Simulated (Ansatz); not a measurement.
Program: Ansatz. Geometries: PBE0-D4/def2-TZVP. ΔE: electronic, gas phase. CCSD(T)/CBS is the MP2 limit (def2-TZVPP, def2-QZVPP) plus CCSD(T) − MP2 in def2-TZVPP, frozen cores. This one scheme is used for every species. Functionals use def2-TZVPP. For Br outer-core shells are correlated without core-valence functions, which leaves a few kJ/mol of doubt a bond. Scalar relativity is left out up to krypton.

Reaction (ligand exchange at the Al–C bond): `[CH3][Al]([Cl])[Br]` + HCl → `[Cl][Al]([Cl])[Br]` + CH₄

| species | RPA@PBE/def2-TZVPP energy (Eh) |
| --- | --- |
| `[CH3][Al]([Cl])[Br]` | -3314.74438 |
| HCl | -460.43307 |
| `[Cl][Al]([Cl])[Br]` | -3734.66896 |
| CH₄ | -40.56347 |

(1) Work out ΔE.

Largest T1 diagnostic among the species: 0.008.

Answers

(1) ΔE = (-3734.66896) + (-40.56347) − (-3314.74438) − (-460.43307) = -0.05498 Eh = -144.3 kJ/mol. CCSD(T)/CBS gives -151.1 kJ/mol.

At CCSD(T), def2-SVP lies −6.6 kJ/mol from the extrapolated value and def2-TZVPP +2.8 kJ/mol. Leaving LDA and LC-ωPBE aside and taking each functional with its dispersion term where it has one, the values, not all of them listed here, spread over 13.5 kJ/mol, from BHLYP-D4 to PBE-D4. LDA lies +5.7 kJ/mol from PBE without D4.
